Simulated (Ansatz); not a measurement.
`CCl` and `ClCBr` differ in one atom or group.

Ansatz, PBE0-D4/def2-TZVP geometries, multiplicity 1. 

Scalar relativity is left out up to krypton.

```csv
property,`CCl`
zero-point energy (PBE0-D4/def2-TZVP) / kJ/mol,99.3
size of the dipole moment (PBE/def2-TZVPP) / D,1.82
LUMO energy (PBE/def2-TZVPP) / eV,-0.24
LUMO energy (PBE0/def2-TZVPP) / eV,0.84
HOMO energy (B3LYP/def2-TZVPP) / eV,-8.16
HOMO energy (PBE/def2-TZVPP) / eV,-6.98
```

(1) What does the change do to each property? (Estimate.)

Results:

(1) The calculation gave: 
```json
{"property": "zero-point energy (PBE0-D4/def2-TZVP) / kJ/mol", "`ClCBr`": "75.9", "shift": "-23.4"}
{"property": "size of the dipole moment (PBE/def2-TZVPP) / D", "`ClCBr`": "1.51", "shift": "-0.31"}
{"property": "LUMO energy (PBE/def2-TZVPP) / eV", "`ClCBr`": "-1.65", "shift": "-1.41"}
{"property": "LUMO energy (PBE0/def2-TZVPP) / eV", "`ClCBr`": "-0.63", "shift": "-1.47"}
{"property": "HOMO energy (B3LYP/def2-TZVPP) / eV", "`ClCBr`": "-8.05", "shift": "0.11"}
{"property": "HOMO energy (PBE/def2-TZVPP) / eV", "`ClCBr`": "-6.97", "shift": "0.01"}
```

With PBE0 the HOMO rises by 0.11 eV and the LUMO falls by 1.47 eV, so the gap narrows by about 1.58 eV. PBE moves the HOMO by 0.01 eV and ωB97M-V by 0.16 eV. Dipoles are sizes alone; their direction can turn.

B3LYP here is the variant with VWN-RPA as its local correlation; programs differ in this.

Spin–orbit coupling is left out; it splits and shifts lone-pair levels of the heavy atoms by tenths of an eV.
